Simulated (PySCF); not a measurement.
Vertical excitations of a molecule CH10FNSi3 from TDA-PBE/def2-SVPD in PySCF 2.14.0, as energy in eV (oscillator strength): 5.00 (0.007), 5.16 (0.008), 5.84 (0.001), 5.97 (0.033), 6.10 (0.018), 6.30 (0.031). Lowest triplet (TDA): 4.71 eV. Geometry optimised at B3LYP-D3(BJ)/def2-SVP. The values are those of a single conformer.

**Question.** Which structure fits?
(A) F[SiH2]NC[SiH2][SiH3]
(B) NC[SiH2][SiH2][SiH2]F
(C) C[SiH2][SiH2][Si@H](N)F
(D) N[SiH2][Si@@H](F)C[SiH3]

**Answer.** D, N[SiH2][Si@@H](F)C[SiH3]
